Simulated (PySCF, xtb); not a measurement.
Ti(Cl)3(NH2) (Cl3H2NTi), SMILES [NH2][Ti]([Cl])([Cl])[Cl], multiplicity 1.

GFN2-xTB in xtb at its own geometry gives an orbital gap of 2.58 eV and a dipole moment of 3.71 D.

Geometry optimised at B3LYP-D3(BJ)/def2-SVP. The multiplicity is an assumed one; no other spin state was optimised. The isomer is the one that the SMILES or the coordinates give; other isomers of the formula were not compared. One conformer was computed; it need not be the lowest.

What does HF/def2-TZVP in PySCF give? (The exact figures need the calculation; the answer reports its results.)

gap 12.82 eV (levels -11.79 and 1.03 eV), dipole 3.08 D.
